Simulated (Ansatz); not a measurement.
C5H8AlN, SMILES `[AlH3-][n+]1ccccc1`, relaxed with RKS PBE-D4/def2-SVP in Ansatz from a rough embedded geometry. The force threshold is 0.03 eV/Å; the program also tests the step.

Total charge 0; spin multiplicity 1.

Start:

```xyz
15

Al   -0.412    1.514    1.898
N    -0.069    0.345    0.420
C    -0.639   -0.870    0.428
C    -0.426   -1.851   -0.576
C     0.325   -1.404   -1.713
C     0.913   -0.118   -1.718
C     0.690    0.722   -0.629
H     0.906    2.508    2.041
H    -0.567    0.758    3.274
H    -1.690    2.431    1.598
H    -1.253   -1.186    1.312
H    -0.893   -2.779   -0.556
H     0.505   -2.029   -2.554
H     1.499    0.226   -2.557
H     1.111    1.732   -0.668
```

```
step  energy (eV)  largest force (eV/Å)  largest move (Å)
   1  -13382.5069                 3.861             0.000
   2  -13382.9824                 1.312             0.195
   3  -13383.0687                 0.336             0.058
   4  -13383.0842                 0.187             0.045
   5  -13383.0851                 0.110             0.010
   6  -13383.0857                 0.013             0.006
```

End:

```xyz
15

Al   -0.406    1.655    2.003
N    -0.062    0.344    0.443
C    -0.611   -0.890    0.455
C    -0.443   -1.788   -0.603
C     0.323   -1.394   -1.710
C     0.896   -0.114   -1.715
C     0.681    0.726   -0.618
H     0.965    2.511    1.930
H    -0.596    0.586    3.202
H    -1.745    2.401    1.488
H    -1.193   -1.147    1.355
H    -0.907   -2.784   -0.553
H     0.476   -2.079   -2.557
H     1.508    0.236   -2.558
H     1.114    1.737   -0.561
```

Hardware: 8 threads of an Arm Neoverse V1 on a shared host. Wall time 12 s, peak host memory 0.21 GiB.
